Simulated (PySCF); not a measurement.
**Trend along the chalcogens: MO molecules**

PBE0 with triple-zeta basis sets in PySCF, for the lowest determinant that a PBE0 search found; no spin–orbit coupling. De refers to high-spin ground-configuration atoms. A positive dipole means M(−)O(+).

```
 M         basis  state (unpaired electrons)  Re (Å)  ωe (cm⁻¹)  De (eV)  μ (D)
 O    def2-TZVPP              triplet (π ↑↑)   1.193       1714     5.40    n/a
 S  x2c-TZVPPall              triplet (π ↑↑)   1.480       1198     5.46  -1.59
Se    def2-TZVPP              triplet (π ↑↑)   1.633        973     4.56  -2.13
Te    def2-TZVPP              triplet (π ↑↑)   1.811        852     4.02  -2.96
```

**Question.** By what factor does the well depth vary along the series?

**Answer.** At PBE0 it runs from 4.02 eV (TeO) to 5.46 eV (SO), a factor of 1.36.

The rows differ in basis set, which adds steps of its own.

Relativity is treated differently too: O no relativity; S spin-free X2C; Se no relativity; Te scalar-relativistic core potentials.

Down a group bonds as a rule get longer and wavenumbers fall, partly through the reduced mass; this series shows no clear exception.

These are scalar-relativistic numbers at best; spin–orbit coupling would shift them, the dissociation energy most. States were picked by a PBE0 search and need not be the measured ground states.
